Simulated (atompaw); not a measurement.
What one change does to a pseudopotential (La, PAW (atompaw))

atompaw 4.2.0.5 input, output lines left out:

```
La 57
LDA-PW scalarrelativistic loggrid 2001 logderivrange -2 5 176
6 6 5 4 0 0
6 0 1.75
6 1 0
5 2 1
4 3 0
0 0 0
c
c
c
c
c
v
c
c
c
c
v
c
c
v
v
3
3.00 2.85 2.80 2.50
y
0.7
n
y
1.35
n
y
4.7
n
y
0.3
n
bloechl sinc
4 1 troulliermartins
```

Change: wave 5d channel at 4.7 Ry becomes 5d channel at 0.17 Ry.

Cutoffs: the cutoffs (Ry, on a coarse ladder) from which the occupation-weighted sum of valence levels, in a spherical-Bessel basis at the reference potential, stays within 10 and 1 mRy of its value at 400 Ry; they do not see the model core or the augmentation charge, which bear on the density cutoff.

Question: What does the change do?

Answer: The potential gets softer (12 Ry and 18 Ry → 10 Ry and 18 Ry); both files keep a bound ghost (p, s); the range in which the d phases agree narrows (upper end at the end of the scan → 0.8).

```tsv
quantity	base	changed
cutoff, loose	12 Ry	10 Ry
cutoff, tight	18 Ry	18 Ry
loose cutoff by channel (10 mRy a level)	s 6 Ry, d 12 Ry	s 6 Ry, d 10 Ry
bound ghosts	s, p	s, p
s: phases at 3.00 bohr within 0.05 rad from the reference energy up to (Ry; the scan ends near 5)	4.9	4.9
p: phases at 3.00 bohr within 0.05 rad from the reference energy up to (Ry; the scan ends near 5)	to the end of the scan	to the end of the scan
d: phases at 3.00 bohr within 0.05 rad from the reference energy up to (Ry; the scan ends near 5)	to the end of the scan	0.8
f: phases at 3.00 bohr within 0.05 rad from the reference energy up to (Ry; the scan ends near 5)	1.3	1.3
lowest overlap eigenvalue by channel	s 0.01, p 0.19, d 0.83, f 1.00	s 0.01, p 0.19, d 0.01, f 1.00
```

Base: The cutoffs count occupied waves only; the empty 4f level needs 25 Ry at the loose tolerance. Changed file: The cutoffs count occupied waves only; the empty 4f level needs 25 Ry at the loose tolerance. A true bound ghost makes a file unfit for plane-wave use even where its test errors are small: the radial tests pick states by their node count and pass the ghost by. The cutoffs see the waves, projectors and local potential, not the compensation charge or the core.
